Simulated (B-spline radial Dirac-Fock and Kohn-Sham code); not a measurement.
## Au: non-radiative channels of the M2 vacancy

System: the free gold atom in the configuration 1s2 2s2 2p6 3s2 3p6 3d10 4s2 4p6 4d10 4f14 5s2 5p6 5d10 6s1.

Input file task.json (cfg lists n, l and occupation; rrms is the nuclear radius in fm):

```json
{"items": [{
  "Z": 79,
  "q": 0,
  "cfg": [[1, 0, 2], [2, 0, 2], [2, 1, 6], [3, 0, 2], [3, 1, 6], [3, 2, 10], [4, 0, 2], [4, 1, 6], [4, 2, 10], [4, 3, 14], [5, 0, 2], [5, 1, 6], [5, 2, 10], [6, 0, 1]],
  "A": 197,
  "rrms": 5.4371,
  "do": ["binding", "quiet", "decay"],
  "holes": ["K", "L1", "L2", "L3", "M1", "M2", "M3", "M4", "M5", "N1", "N2", "N3", "N4", "N5", "N6", "N7"]
}]}
```

Launch: `python xray_run.py task.json out`

The computed values come from a radial B-spline solver: independent-particle radiative and Coulomb Auger rates from relativistic LDA hole-state orbitals, with Dirac-Fock energies. Kinetic energies are configuration averages from the vacuum level; the two-hole energies are estimated from single-hole states.

```
transition  kinetic energy (eV)  width (meV)  share (%)
   M2-M3N5                30.31          245        1.8
   M2-M4N1                54.04          776        5.8
   M2-M4N2                173.7          782        5.9
   M2-M5N2                258.6          872        6.5
   M2-M4N3                273.0          779        5.8
   M2-M3N6                283.6          454        3.4
   M2-M3N7                288.1          423        3.2
   M2-M4N4                469.3          294        2.2
   M2-M4N5                486.7          364        2.7
   M2-M4O1                    –          153        1.1
   M2-M4N6                742.3         2260       17.0
   M2-M4N7                745.0         3500       26.2
   M2-N2N3               1922.1          130        1.0
   M2-N2N4               2120.8          130        1.0
   M2-N2N5               2134.7          208        1.6
   M2-N2N7               2391.1          129        1.0
```

A dash stands for an energy that rests on an unreliable hole state.

Coster-Kronig rates are the weakest part of this model and often come out 1.5 to 2.5 times too large. The listed channels hold 86 % of the non-radiative rate. Summed by principal shells, of 13.3 eV in all: MMN 84.3 %, MNN 8.2 %, MMO 5.8 %, MNO 1.4 %.
